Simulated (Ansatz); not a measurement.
C2H3BO2 (`B1OC=CO1`), relaxed with RKS PBE0-D4/def2-TZVP in Ansatz 0.2.0 from a PBE-D4/def2-SVP geometry. The force threshold is 0.005 eV/Å; the program also tests the step.

Total charge 0; spin multiplicity 1.

Start:

```xyz
8

B    -0.450   -0.923   -0.794
O    -0.351    0.422   -1.117
C     0.171    1.031    0.006
C     0.381    0.102    0.968
O     0.001   -1.140    0.499
H    -0.867   -1.778   -1.530
H     0.339    2.113   -0.020
H     0.775    0.173    1.987
```

```json
{"step": "1", "energy (eV)": "-6889.6526", "largest force (eV/Å)": "0.701", "largest move (Å)": "0.000"}
{"step": "2", "energy (eV)": "-6889.6908", "largest force (eV/Å)": "0.199", "largest move (Å)": "0.023"}
{"step": "3", "energy (eV)": "-6889.6942", "largest force (eV/Å)": "0.036", "largest move (Å)": "0.008"}
{"step": "4", "energy (eV)": "-6889.6942", "largest force (eV/Å)": "0.010", "largest move (Å)": "0.000"}
{"step": "5", "energy (eV)": "-6889.6942", "largest force (eV/Å)": "0.003", "largest move (Å)": "0.001"}
```

End:

```xyz
8

B    -0.447   -0.916   -0.788
O    -0.348    0.418   -1.108
C     0.171    1.019    0.011
C     0.377    0.105    0.956
O     0.000   -1.131    0.494
H    -0.857   -1.758   -1.512
H     0.338    2.083   -0.010
H     0.766    0.181    1.958
```

It took 20 s on 2 threads of an Arm Neoverse V1 on a shared host, with 0.35 GiB of host memory at the peak.
